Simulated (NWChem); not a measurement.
System: SiH$_{3}$SF; SMILES [SiH2](F)S

Parts of the log:

```
             Northwest Computational Chemistry Package (NWChem) 7.3.0
             --------------------------------------------------------

                             Geometry "geometry" -> ""
                             -------------------------

 Output coordinates in angstroms (scale by  1.889725989 to convert to a.u.)

  No.       Tag          Charge          X              Y              Z
 ---- ---------------- ---------- -------------- -------------- --------------
    1 Si                  14.0000    -0.64393200     0.57654700    -0.09693600
    2 F                    9.0000     0.72893100     1.33902700     0.31649900
    3 S                   16.0000    -0.32409300    -1.49603200    -0.44934400
    4 H                    1.0000    -1.59782500     0.78919600     1.02246200
    5 H                    1.0000    -1.12314100     1.13424400    -1.38614400
    6 H                    1.0000    -0.18236900    -1.81187100     0.85713700

 Effective nuclear repulsion energy (a.u.)     151.7997130349

                                 NWChem DFT Module
                                 -----------------

 Summary of "ao basis" -> "ao basis" (spherical)
 ------------------------------------------------------------------------------
       Tag                 Description            Shells   Functions and Types
 ---------------- ------------------------------  ------  ---------------------
 Si                        def2-tzvp                13       37   5s5p2d1f
 F                         def2-tzvp                11       31   5s3p2d1f
 S                         def2-tzvp                13       37   5s5p2d1f
 H                         def2-tzvp                 4        6   3s1p

            General Information
            -------------------
          SCF calculation type: DFT
          Wavefunction type:  closed shell.
          No. of atoms     :     6
          No. of electrons :    42
           Alpha electrons :    21
            Beta electrons :    21
          Charge           :     0
          Spin multiplicity:     1
          Use of symmetry is: off; symmetry adaption is: off
          Maximum number of iterations: 150
          AO basis - number of functions:   123
                     number of shells:    49
          Convergence on energy requested:  1.00D-06
          Convergence on density requested:  1.00D-05
          Convergence on gradient requested:  5.00D-04

              XC Information
              --------------
                         B3LYP Method XC Potential
                     Hartree-Fock (Exact) Exchange  0.200
                        Slater Exchange Functional  0.800 local
                    Becke 1988 Exchange Functional  0.720 non-local
              Lee-Yang-Parr Correlation Functional  0.810
                  VWN I RPA Correlation Functional  0.190 local

             Grid Information
             ----------------
          Grid used for XC integration:  medium
          Radial quadrature: Mura-Knowles
          Angular quadrature: Lebedev.
          Tag              B.-S. Rad. Rad. Pts. Rad. Cut. Ang. Pts.
          ---              ---------- --------- --------- ---------
          Si                  1.10       88           9.0       590
          F                   0.50       49          10.0       434
          S                   1.00       88          10.0       590
          H                   0.35       45          11.0       434
          Grid pruning is: on
          Number of quadrature shells:   360
          Spatial weights used:  Erf1

      Superposition of Atomic Density Guess
      -------------------------------------

 Sum of atomic energies:        -787.23241781

      Non-variational initial energy
      ------------------------------

 Total energy =    -787.874386
 1-e energy   =   -1392.787528
 2-e energy   =     453.113429
 HOMO         =      -0.338239
 LUMO         =       0.046961

[...]

                                NWChem TDDFT Module
                                -------------------

            General Information
            -------------------
           No. of orbitals :     246
            Alpha orbitals :     123
             Beta orbitals :     123
        Alpha frozen cores :       0
         Beta frozen cores :       0
     Alpha frozen virtuals :       0
      Beta frozen virtuals :       0
         Spin multiplicity :       1
    Number of AO functions :     123
        Use of symmetry is : off
      Symmetry adaption is : off
         Schwarz screening :  0.10D-07

              XC Information
              --------------
                  B3LYP Method XC Potential
              Hartree-Fock (Exact) Exchange   0.20
                 Slater Exchange Functional   0.80 local
             Becke 1988 Exchange Functional   0.72 non-local
       Lee-Yang-Parr Correlation Functional   0.81
           VWN I RPA Correlation Functional   0.19 local

             TDDFT Information
             -----------------
          Calculation type : Tamm-Dancoff TDDFT
         Wavefunction type : Restricted singlets
          No. of electrons :      42
           Alpha electrons :      21
            Beta electrons :      21
              No. of roots :       6
          Max subspacesize :    5200
            Max iterations :     100
               Target root :       1
           Target symmetry : none
             Energy Cutoff :-0.23D+02
      Symmetry restriction : off
                 Algorithm : Optimal
        Davidson threshold :  0.10D-03

    6 smallest eigenvalue differences (eV)
--------------------------------------------------------
  No. Spin  Occ  Vir  Irrep   E(Occ)    E(Vir)   E(Diff)
--------------------------------------------------------
    1    1    3   22 a       -24.677    -0.009   671.255
    2    1    3   23 a       -24.677    -0.002   671.459
    3    1    3   24 a       -24.677     0.014   671.874
    4    1    3   25 a       -24.677     0.053   672.937
    5    1    3   26 a       -24.677     0.065   673.269
    6    1    3   27 a       -24.677     0.132   675.091
--------------------------------------------------------

  Entering Davidson iterations
  Restricted singlet excited states

  Iter   NTrls   NConv    DeltaV     DeltaE      Time
  ----  ------  ------  ---------  ---------  ---------
    1      6       0     0.90E-01   0.10+100       15.2
    2     12       0     0.12E-01   0.21E-02       15.3
    3     18       0     0.24E-02   0.55E-04       15.2
    4     24       5     0.83E-03   0.48E-05       15.4
    5     25       6     0.80E-04   0.36E-07       12.8
  ----  ------  ------  ---------  ---------  ---------
  Convergence criterion met

  Ground state a        -789.530111712421 a.u.

  ----------------------------------------------------------------------------
  Root   1 singlet a             24.620075627 a.u.              669.9466 eV
  ----------------------------------------------------------------------------
     Transition Moments    X -0.01707   Y -0.01218   Z -0.00461
     Dipole Oscillator Strength                    0.0075644147
     Electric Quadrupole                           0.0004125075
     Magnetic Dipole                               0.0000943083
     Total Oscillator Strength                     0.0080712304

     Occ.    3  a   ---  Virt.   22  a        0.17314
     Occ.    3  a   ---  Virt.   23  a        0.96454
     Occ.    3  a   ---  Virt.   24  a        0.16307
     Occ.    3  a   ---  Virt.   25  a       -0.07252
  ----------------------------------------------------------------------------
  Root   2 singlet a             24.632810412 a.u.              670.2932 eV
  ----------------------------------------------------------------------------
     Transition Moments    X  0.00844   Y -0.00572   Z  0.00005
     Dipole Oscillator Strength                    0.0017054652
     Electric Quadrupole                           0.0000724164
     Magnetic Dipole                               0.0001123269
     Total Oscillator Strength                     0.0018902085

     Occ.    3  a   ---  Virt.   22  a        0.95173
     Occ.    3  a   ---  Virt.   23  a       -0.19597
     Occ.    3  a   ---  Virt.   24  a        0.20064
     Occ.    3  a   ---  Virt.   25  a        0.06460
     Occ.    3  a   ---  Virt.   26  a        0.09742
  ----------------------------------------------------------------------------
  Root   3 singlet a             24.644389460 a.u.              670.6082 eV
  ----------------------------------------------------------------------------
     Transition Moments    X -0.00306   Y  0.01674   Z -0.00168
     Dipole Oscillator Strength                    0.0048059780
     Electric Quadrupole                           0.0002353345
     Magnetic Dipole                               0.0001473072
     Total Oscillator Strength                     0.0051886197

     Occ.    3  a   ---  Virt.   22  a        0.23619
     Occ.    3  a   ---  Virt.   23  a        0.11234
     Occ.    3  a   ---  Virt.   24  a       -0.95586
     Occ.    3  a   ---  Virt.   25  a       -0.10747
  ----------------------------------------------------------------------------
  Root   4 singlet a             24.681679479 a.u.              671.6230 eV
  ----------------------------------------------------------------------------
     Transition Moments    X  0.00569   Y -0.00092   Z  0.01778
     Dipole Oscillator Strength                    0.0057499048
     Electric Quadrupole                           0.0002416855
     Magnetic Dipole                               0.0003487080
     Total Oscillator Strength                     0.0063402983

[...]
```

Level: B3LYP/def2-TZVP, restricted-window TDA. All runs use the structure optimised with PBE0/def2-SVP. The quadrupole and magnetic terms of the printed total strengths depend on the origin.

Reconstruct the input file.

Several could match; the one computed here: the input that was run:
```
start job
memory heap 200 mb stack 900 mb global 1100 mb
geometry units angstroms noautosym nocenter noautoz
  Si    -0.643932     0.576547    -0.096936
  F      0.728931     1.339027     0.316499
  S     -0.324093    -1.496032    -0.449344
  H     -1.597825     0.789196     1.022462
  H     -1.123141     1.134244    -1.386144
  H     -0.182369    -1.811871     0.857137
end
basis spherical
  * library def2-tzvp
end
dft
  xc b3lyp
  iterations 150
end
tddft
  cis
  ecut -23.0
  nroots 6
  notriplet
end
task tddft energy
```
